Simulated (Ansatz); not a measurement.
A nudged elastic band was laid between two geometries of FH$_{5}$SeSi$_{2}$ (9 atoms, charge 0, multiplicity 1).

Computed with RKS PBE0/def2-SVP (Ansatz 0.2.0).

| Item | Value |
| --- | --- |
| movable images | 4 |
| climbing image | no |
| spring | 5.0 eV/Å² |
| optimiser | quadratic models (default) |
| start path | IDPP |
| force threshold | 0.05 eV/Å |
| iteration limit | 60 |
| end points | relaxed |

First end point:

```xyz
9
Properties=species:S:1:pos:R:3
F -1.929 2.474 0.392
Si -0.637 1.506 0.238
Se -1.444 -0.594 -0.093
Si 0.621 -1.575 -0.251
H 0.161 1.970 -0.929
H 0.162 1.587 1.491
H 1.406 -1.377 1.003
H 1.396 -1.012 -1.397
H 0.353 -3.024 -0.471
```

Last end point:

```xyz
9
Properties=species:S:1:pos:R:3
F -2.178 1.162 -0.077
Si -0.637 1.531 0.279
Se 0.340 -0.078 1.536
Si 0.715 -1.539 -0.195
H 0.073 1.696 -1.018
H -0.634 2.769 1.100
H 1.233 -2.787 0.434
H 1.726 -0.983 -1.142
H -0.550 -1.816 -0.935
```

(1) What changes between the two ends?

(2) Give the energies along the band, and the barrier.

(3) What is the geometry of the highest image?

## Answers

(1) No bond is made or broken. The dihedral Si2–Se3–Si4–H8 goes from -61 to 67°.

(2) It converged. The highest image is number 2 of 0 to 5, 0.1 kcal/mol above the first end and 2.1 kcal/mol above the last; the last end lies 2.0 kcal/mol below the first. The top lies less than 8 meV above the higher end, about what the thresholds resolve: that end is a shoulder or a very shallow well. No image climbed, so the highest image needn't sit at the top of the path.

```tsv
image	path coordinate (Å)	energy (kcal/mol)	dihedral Si2–Se3–Si4–H8 (°)
0	0.00	0.0	-61
1	0.92	0.0	-39
2	1.84	0.1	-14
3	2.76	-0.6	14
4	3.68	-1.7	41
5	4.60	-2.0	67
```

(3) 
```xyz
9
Properties=species:S:1:pos:R:3:forces:R:3
F -2.094 2.210 -0.134 0.01 -0.01 0.00
Si -0.670 1.543 0.270 0.00 -0.01 0.01
Se -1.062 -0.605 0.904 0.03 0.01 -0.02
Si 0.678 -1.611 -0.208 -0.02 0.02 -0.01
H 0.229 1.576 -0.913 0.01 0.00 0.00
H -0.130 2.345 1.399 -0.02 0.01 0.01
H 1.736 -2.017 0.762 0.00 0.00 -0.01
H 1.257 -0.665 -1.207 -0.01 -0.01 0.00
H 0.144 -2.822 -0.891 0.00 -0.01 0.01
```

Time of the run: 70 s on 2 threads of Arm Neoverse V2, on a shared host, peak memory 0.25 GiB.
